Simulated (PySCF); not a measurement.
F2H5NSi2, SMILES N[SiH2][SiH](F)F. Atoms are numbered in the order given.

```xyz
10

Si     1.0059     0.4042     0.0000
F      1.4073    -0.4977     1.3122
F      1.4073    -0.4977    -1.3122
Si    -1.3432     0.6159     0.0000
N     -2.1413    -0.9454     0.0000
H      1.9067     1.6079     0.0000
H     -1.7658     1.3690    -1.2323
H     -1.7658     1.3690     1.2323
H     -1.9984    -1.5253     0.8334
H     -1.9984    -1.5253    -0.8334
```

The structure is a stationary point at PBE-D3(BJ)/def2-SVP. The structure was generated by enumeration, and PubChem lists no compound with its InChIKey, so it may never have been made. Other conformers were not sampled.

All values below come from PySCF with PBE0/def2-TZVP.

ESP charges are fitted to the potential on shells at 1.4 to 2.0 van der Waals radii. Atomic charges (e):

```tsv
atom	Löwdin	ESP fit
Si1	[?]	0.37
F2	-0.03	-0.23
F3	-0.03	-0.23
Si4	0.08	0.33
N5	-0.29	-0.87
H6	[?]	-0.03
H7	[?]	-0.04
H8	[?]	-0.04
H9	0.17	0.37
H10	0.17	0.37
```

Task: Some entries are withheld; supply them. (The exact figures need the calculation; the answer reports its results.)

Result: 
- Si1, Löwdin: 0.03
- H6, Löwdin: -0.04
- H7, Löwdin: -0.02
- H8, Löwdin: -0.02

Computed Mayer and Wiberg (Löwdin basis) orders of the bonds:
```csv
bond,Mayer,Wiberg
Si1–F2,1.06,1.67
Si1–F3,1.06,1.67
Si1–Si4,0.91,1.06
Si4–N5,1.14,1.53
Si1–H6,0.91,0.94
Si4–H7,0.94,0.93
Si4–H8,0.94,0.93
N5–H9,0.91,0.95
N5–H10,0.91,0.95
```
